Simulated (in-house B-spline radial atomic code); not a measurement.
Whole-atom quantities along the 9-electron series, configuration [He] 2s2 2p5. Computed with a B-spline radial code for spherical atoms: non-relativistic Hartree-Fock, average of the configuration, point nuclei.

This level leaves out relativity, spin-orbit splitting included, which matters for heavy ions.

```json
{"ion": "Nb32+", "Z": "41", "E/Z² (Eh)": "-1.7077", "Σ<r²> (bohr²)": "0.17219", "n(0)/Z³ (bohr⁻³)": "0.68854", "Lamb diamagnetic shielding (ppm)": "2602.45", "repulsion over attraction": "0.0449"}
{"ion": "Mo33+", "Z": "42", "E/Z² (Eh)": "-1.7115", "Σ<r²> (bohr²)": "0.16331", "n(0)/Z³ (bohr⁻³)": "0.68916", "Lamb diamagnetic shielding (ppm)": "2669.02", "repulsion over attraction": "0.043869"}
{"ion": "Tc34+", "Z": "43", "E/Z² (Eh)": "?", "Σ<r²> (bohr²)": "?", "n(0)/Z³ (bohr⁻³)": "?", "Lamb diamagnetic shielding (ppm)": "?", "repulsion over attraction": "?"}
{"ion": "Ru35+", "Z": "44", "E/Z² (Eh)": "-1.7187", "Σ<r²> (bohr²)": "0.14749", "n(0)/Z³ (bohr⁻³)": "0.69033", "Lamb diamagnetic shielding (ppm)": "2802.15", "repulsion over attraction": "0.041942"}
{"ion": "Rh36+", "Z": "45", "E/Z² (Eh)": "-1.722", "Σ<r²> (bohr²)": "0.14043", "n(0)/Z³ (bohr⁻³)": "0.69087", "Lamb diamagnetic shielding (ppm)": "2868.71", "repulsion over attraction": "0.04104"}
{"ion": "Pd37+", "Z": "46", "E/Z² (Eh)": "-1.7252", "Σ<r²> (bohr²)": "0.13387", "n(0)/Z³ (bohr⁻³)": "0.6914", "Lamb diamagnetic shielding (ppm)": "2935.28", "repulsion over attraction": "0.040176"}
{"ion": "Ag38+", "Z": "47", "E/Z² (Eh)": "-1.7283", "Σ<r²> (bohr²)": "0.12775", "n(0)/Z³ (bohr⁻³)": "0.6919", "Lamb diamagnetic shielding (ppm)": "3001.85", "repulsion over attraction": "0.039348"}
{"ion": "Cd39+", "Z": "48", "E/Z² (Eh)": "-1.7312", "Σ<r²> (bohr²)": "0.12205", "n(0)/Z³ (bohr⁻³)": "0.69238", "Lamb diamagnetic shielding (ppm)": "3068.41", "repulsion over attraction": "0.038553"}
{"ion": "In40+", "Z": "49", "E/Z² (Eh)": "-1.7341", "Σ<r²> (bohr²)": "0.11672", "n(0)/Z³ (bohr⁻³)": "0.69284", "Lamb diamagnetic shielding (ppm)": "3134.98", "repulsion over attraction": "0.037789"}
{"ion": "Sn41+", "Z": "50", "E/Z² (Eh)": "-1.7368", "Σ<r²> (bohr²)": "0.11173", "n(0)/Z³ (bohr⁻³)": "0.69329", "Lamb diamagnetic shielding (ppm)": "3201.54", "repulsion over attraction": "0.037055"}
{"ion": "Sb42+", "Z": "51", "E/Z² (Eh)": "?", "Σ<r²> (bohr²)": "?", "n(0)/Z³ (bohr⁻³)": "?", "Lamb diamagnetic shielding (ppm)": "?", "repulsion over attraction": "?"}
{"ion": "Te43+", "Z": "52", "E/Z² (Eh)": "-1.742", "Σ<r²> (bohr²)": "0.10267", "n(0)/Z³ (bohr⁻³)": "0.69413", "Lamb diamagnetic shielding (ppm)": "3334.67", "repulsion over attraction": "0.035669"}
{"ion": "I44+", "Z": "53", "E/Z² (Eh)": "-1.7444", "Σ<r²> (bohr²)": "0.098545", "n(0)/Z³ (bohr⁻³)": "0.69453", "Lamb diamagnetic shielding (ppm)": "3401.24", "repulsion over attraction": "0.035014"}
{"ion": "Xe45+", "Z": "54", "E/Z² (Eh)": "?", "Σ<r²> (bohr²)": "?", "n(0)/Z³ (bohr⁻³)": "?", "Lamb diamagnetic shielding (ppm)": "?", "repulsion over attraction": "?"}
{"ion": "Cs46+", "Z": "55", "E/Z² (Eh)": "-1.749", "Σ<r²> (bohr²)": "0.091011", "n(0)/Z³ (bohr⁻³)": "0.69529", "Lamb diamagnetic shielding (ppm)": "3534.37", "repulsion over attraction": "0.033774"}
```

**Question.** Fill in the row of Tc34+.

**Answer.** E/Z² (Eh): -1.7152; Σ<r²> (bohr²): 0.1551; n(0)/Z³ (bohr⁻³): 0.68976; Lamb diamagnetic shielding (ppm): 2735.58; repulsion over attraction: 0.042884.

**Question.** Fill in the row of Sb42+.

**Answer.** E/Z² (Eh): -1.7394; Σ<r²> (bohr²): 0.10706; n(0)/Z³ (bohr⁻³): 0.69372; Lamb diamagnetic shielding (ppm): 3268.11; repulsion over attraction: 0.036349.

**Question.** Fill in the row of Xe45+.

**Answer.** E/Z² (Eh): -1.7467; Σ<r²> (bohr²): 0.094666; n(0)/Z³ (bohr⁻³): 0.69492; Lamb diamagnetic shielding (ppm): 3467.8; repulsion over attraction: 0.034383.

**Question.** With what power of Z does the column «Σ<r²> (bohr²)» change over this range?

**Answer.** A fit of the logarithm of its size against log Z from Z = 41 to 55 has slope -2.17. Unscreened non-relativistic hydrogenic orbitals would give -2.
